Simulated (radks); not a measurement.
The numbers below are computed, except where a source is named.
Q: The table gives one normalised radial function P(r) = r R(r) of I3+ in [Kr] 4d10 5s2 5p2 (r in bohr). Level of theory: scalar-relativistic Kohn-Sham, PBE, spin-polarised, spherical densities, point nucleus; open shells are filled with parallel spins first (spin-orbit coupling, left out, can overturn this in heavy ions) (a radial shooting solver on a logarithmic mesh with Libxc functionals).

r,P
0.002207,0.0018
0.00292,0.0030
0.003864,0.0049
0.005112,0.0080
0.006818,0.0130
0.009021,0.0208
0.01194,0.0327
0.01579,0.0503
0.02106,0.0755
0.02787,0.1068
0.03688,0.1414
0.04879,0.1696
0.06508,0.1733
0.08611,0.1290
0.1139,0.0231
0.1507,-0.1253
0.2011,-0.2465
0.266,-0.2282
0.352,-0.0255
0.4657,0.2617
0.6162,0.4038
0.8219,0.2131
1.087,-0.2277
1.439,-0.6461
1.904,-0.7981
2.539,-0.6334
3.36,-0.3368
4.445,-0.1117
5.882,-0.0206

Which n and l does it have? It may be an empty orbital.

A: n = 5, l = 1: the number of nodes gives n - l - 1 = 3, the rise at small r (about r^(l+1), flatter next to the nucleus through relativity) gives l, and the extent must fit the shell. The curve is that of 5p down; the table hardly tells the two spins apart. 5p down (empty): eigenvalue -33.147 eV, 3 radial nodes at r = 0.119, 0.361, 0.951 bohr, <r> = 2.12 bohr, 90 % of the charge inside 3.07 bohr.
